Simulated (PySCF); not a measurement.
PySCF 2.14 output of an unrestricted revPBE calculation on a single atom or ion in dyall-acv3z (19s12p6d4f, 113 functions), with the non-relativistic Hamiltonian (point nucleus):

```
SCF conv_tol = 1e-09
number electrons alpha = 10  beta = 7
    Y. Zhang and W. Yang.,  Phys. Rev. Lett. 80, 890 (1998)
    J. P. Perdew, K. Burke, and M. Ernzerhof.,  Phys. Rev. Lett. 77, 3865 (1996)
    J. P. Perdew, K. Burke, and M. Ernzerhof.,  Phys. Rev. Lett. 78, 1396 (1997)
cycle= 1 E= -525.752588468452  delta_E= -0.0128  |g|= 0.0523  |ddm|= 1.15
cycle= 2 E= -525.749947771334  delta_E= 0.00264  |g|= 0.0789  |ddm|= 0.724
cycle= 3 E= -525.753846334822  delta_E= -0.0039  |g|= 0.0211  |ddm|= 0.636
cycle= 4 E= -525.754156448021  delta_E= -0.00031  |g|= 0.00124  |ddm|= 0.143
cycle= 5 E= -525.754156873784  delta_E= -4.26e-07  |g|= 0.000784  |ddm|= 0.00609
cycle= 6 E= -525.754157291948  delta_E= -4.18e-07  |g|= 0.000164  |ddm|= 0.006
cycle= 7 E= -525.75415731221  delta_E= -2.03e-08  |g|= 9.73e-06  |ddm|= 0.00114
cycle= 8 E= -525.754157312266  delta_E= -5.55e-11  |g|= 2.89e-06  |ddm|= 3.62e-05
converged SCF energy = -525.754157312266  <S^2> = 3.7512091  2S+1 = 4.0006045
```

The run itself started from symmetry-adapted Hartree-Fock orbitals and held the occupation by maximum overlap, on a logarithmic radial grid, so the iterations belong to that start.

Q: Which element, charge and spin multiplicity is this?

A: Ar⁺ (argon, charge +1), multiplicity 4; the state was [Ne] 3s1 3p5 3d1, one real determinant (an excited configuration).

⟨L²⟩ = 5.98 against 12 for a pure F term, so this real determinant mixes terms. The outer electron is Rydberg-like, and this basis confines it to a smaller radius and binds it less than a complete one would. The s, p, d and f populations moved away from the nominal configuration during the SCF.
